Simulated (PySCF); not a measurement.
B(F)(Me)(SeH) (CH4BFSe), SMILES CB(F)[SeH].

Geometry optimised at PBE-D3(BJ)/def2-SVP. The structure was generated by enumeration, and PubChem lists no compound with its InChIKey, so it may never have been made. One conformer was computed; it need not be the lowest.

Two levels are set side by side: TDA-PBE/def2-SVPD (PySCF) and TDA-LC-ωPBE/def2-SVPD (PySCF). Vertical, same geometry. The lowest singlet is HOMO→LUMO+1 99 % with PBE and HOMO→LUMO 32 %, HOMO→LUMO+2 31 %, HOMO→LUMO+5 29 % with the other functional; states are paired by order. Differences are taken from unrounded values.

```tsv
quantity	TDA-LC-ωPBE
lowest singlet excitation (eV)	5.96
lowest triplet excitation (TDA) (eV)	5.31
first bright state (f over 0.05) (eV)	6.53
its oscillator strength	0.17
```

**Question.** What does TDA-PBE give, and how far is it from TDA-LC-ωPBE? (An estimate is asked for; the answer gives what the named calculation found.)

**Answer.** 
```tsv
quantity	TDA-PBE	TDA-PBE minus TDA-LC-ωPBE
lowest singlet excitation (eV)	5.49	-0.47
lowest triplet excitation (TDA) (eV)	4.52	-0.80
first bright state (f over 0.05) (eV)	5.79	-0.74
its oscillator strength	0.16	-0.01
```

Functionals without exact exchange tend to place singlet excitations lower, as here. Differences between two approximate levels are no errors against the true value.

Rough cost on one machine, each run with all the roots and properties that it gave: TDA-LC-ωPBE against TDA-PBE about 3 times.
